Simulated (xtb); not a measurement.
CH₃OS, SMILES C[S]=O (connectivity only; charge and spin as stated), charge -1, multiplicity 1. All values are semi-empirical tight-binding results from xtb (GFN2-xTB unless named), good for trends rather than for accurate numbers. Coordinates come from a GFN2-xTB optimisation. The multiplicity is an assumed one; other spin states were not compared. The isomer is the one that the SMILES or the coordinates give; other isomers of the formula were not compared.

Problem. Estimate the properties. (An estimate is asked for; the answer gives what the named calculation found.)

Solution. 
```
Property                                        Result
--------------------------------------  --------------
point group as xtb finds it                         Cs
orbital gap                                    3.54 eV
zero-point energy                        24.1 kcal/mol
G − E(el) at 298.15 K (modified RRHO)     7.5 kcal/mol
static polarisability (D4 model)            42.9 bohr³
solvation energy, GFN2-xTB/ALPB(water)  -72.1 kcal/mol
solvation energy, GFN2-xTB/ALPB(dmf)    -57.0 kcal/mol
```
